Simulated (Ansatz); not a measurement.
A made-up structure of SiH₃S₂O (charge +1), singlet:

S1  (-1.623, -1.354, -0.062)
Si2  (0.271, -0.955, 0.546)
O3  (0.489, 1.478, -1.062)
S4  (1.050, 0.352, 0.076)
H5  (1.044, -1.833, 1.428)
H6  (-1.622, -0.177, -0.751)
H7  (0.418, 2.205, -0.423)
(Å)

It is relaxed with PBE-D4/def2-SVP and then PBE0-D4/def2-TZVP (Ansatz 0.2.0). Atoms count as bonded within 1.22 times the sum of their covalent radii (H–H: 0.88 Å). The end point is not checked to be a true minimum.

Does its bonding change? (Judge from chemistry; the calculation decides.)

The calculation gives: No: no bond forms or breaks.

Where it ends: The first stage lowers the energy by 5.47 eV in 9 steps. It ends as SiH₃S₂O ([OH][S][SiH][SH]), total charge +1:
S1  (-1.632, -1.270, -0.064)
Si2  (0.276, -1.032, 0.613)
O3  (0.347, 1.349, -0.922)
S4  (1.427, 0.587, 0.055)
H5  (0.923, -2.058, 1.445)
H6  (-1.545, -0.118, -0.775)
H7  (0.232, 2.258, -0.602)
(Å)

Labels in which every atom is bracketed show which atoms are joined, not bond orders.

For scale, one of the runs: PBE0-D4/def2-TZVP relaxation, 160 basis functions, launched by `ansatz run in.yaml --threads 2 --pin off --events-out ev --progress --plain --max-ram 4352MiB`. Hardware: 2 CPU threads of an Arm Neoverse V1, shared host. Wall time about 38 s.
